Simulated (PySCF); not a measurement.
## SrCa⁺: one state, many levels of theory

State: ²Σ⁺ (doublet), unpaired electrons σ ↑. Set-up: basis Sr def2-SVPD with ECP28, Ca def2-SVPD; scalar-relativistic core potentials; PySCF 2.14. De refers to Sr⁺ + Ca in their ground configurations, without counterpoise correction. The functionals are run spin-unrestricted. A positive dipole points towards Ca; it is taken about the centre of mass and depends on that origin. Levels whose curve was spin-contaminated or gave no clean fit are not listed.

```
       Level  Re (Å)  ωe (cm⁻¹)  De (eV)  μ (D)  CPU s a point (SCF and correlation, without the integrals)
        ROHF   4.208       95.9     0.51   1.76                                                        0.44
   ROHF-CCSD   4.090       99.8     0.85    n/a                                                         n/a
ROHF-CCSD(T)   4.086        100     0.88    n/a                                                          13
         LDA   3.940        107     1.17   2.30                                                         0.5
         PBE   4.027        101     1.10   2.28                                                        0.73
        PW91   4.014        102     1.13   2.29                                                        0.47
        PBE0   4.050        102     1.04   2.28                                                         1.2
   CAM-B3LYP   4.066       98.4     0.90   2.37                                                         1.3
      B2PLYP   4.085       96.6     0.86   2.40                                                        0.68
```

Task: Which functional lies closest to ROHF-CCSD(T) in De, which farthest, and by how much do they differ from it?

Result: Closest is CAM-B3LYP (-2.0 pm in Re, -1.6 % in ωe, +0.02 eV in De against ROHF-CCSD(T) in the same basis), farthest LDA (-14.6 pm in Re, +7.0 % in ωe, +0.29 eV in De). CCSD(T) converges more slowly with the basis than the functionals do and binds too weakly in this one, so the order can change at the basis-set limit.

Task: What does a quarter of exact exchange do here, going from PBE to PBE0?

Result: PBE0 less PBE: +2.3 pm in Re, +1.0 % in ωe, -0.06 eV in De. Exact exchange removes part of the self-interaction that spreads semilocal densities, and in most molecules shortens and stiffens the bond and lowers De; here Re goes the other way.

Task: What does all correlation do here, going from ROHF to ROHF-CCSD(T)?

Result: ROHF-CCSD(T) less ROHF: -12.2 pm in Re, +4.3 % in ωe, +0.37 eV in De. Correlation nearly always deepens the well. The bond shortens, as in weak, metallic or heavy-atom bonds, where dispersion and the correlation of outer-core electrons pull the atoms together.

Correlated steps freeze 5 core orbitals. Correlated levels converge slowly with the basis: in double zeta they bind strong bonds too weakly, by up to about 1 eV, and carry superposition errors of some tenths. Spin–orbit coupling is left out. For an ion De counts to the pair picked by the measured ionisation energies or electron affinities, which need not be the lowest pair at this level. B2PLYP dipoles, levels and charges come from its SCF part alone. The state was picked by a PBE0 search and need not be the measured ground state.

The whole job (state search and all levels along the bond) took about 3.8 min on 1 thread of Arm Neoverse V1 (shared host), peak memory 0.69 GiB.
